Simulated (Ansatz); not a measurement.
Species: 4-selanylbutan-1-ol, C$_{4}$H$_{10}$OSe (charge 0, singlet). SMILES: OCCCC[SeH]
Structure (B3LYP-D3(BJ)/def2-TZVP (Ansatz, an electronic-structure program) minimum search):
```xyz
16

O     -3.5778    -0.2272     0.7476
C     -3.2382    -0.1524    -0.6343
C     -1.8530    -0.7081    -0.9410
C     -0.7306     0.0521    -0.2338
C      0.6325    -0.5683    -0.4899
Se     2.1364     0.4174     0.3334
H     -3.6388    -1.1557     0.9972
H     -3.2809     0.9094    -0.8842
H     -3.9908    -0.6655    -1.2447
H     -1.7000    -0.6777    -2.0254
H     -1.8228    -1.7674    -0.6577
H     -0.9325     0.0726     0.8388
H     -0.7259     1.0931    -0.5671
H      0.6789    -1.5982    -0.1391
H      0.8764    -0.5695    -1.5533
H      1.6573     0.2455     1.7149
```
Charge 0, spin multiplicity 1.

Computed values are from Ansatz. Cores are frozen in the correlated levels unless marked. Open shells are spin-unrestricted. Spin-orbit coupling is left out. The frozen core is the preceding noble-gas configuration, with the filled d and f shells of earlier blocks. Non-relativistic. CBS(X,Y): correlation extrapolated as X^-3; Hartree-Fock from the larger set.

**Question.** What is the T1 diagnostic at CCSD/cc-pVQZ?

**Answer.** 0.010.

**Question.** What is the dipole moment at CCSD(T)/aug-cc-pVDZ?

**Answer.** 2.51 D.

**Question.** What is the atomisation energy De at CCSD(T)/CBS(cc-pVTZ,cc-pVQZ)?

**Answer.** 1436.5 kcal/mol.

**Question.** What is the total energy at CCSD(T)/CBS(cc-pVTZ,cc-pVQZ)?

**Answer.** -2633.4645 Eh.
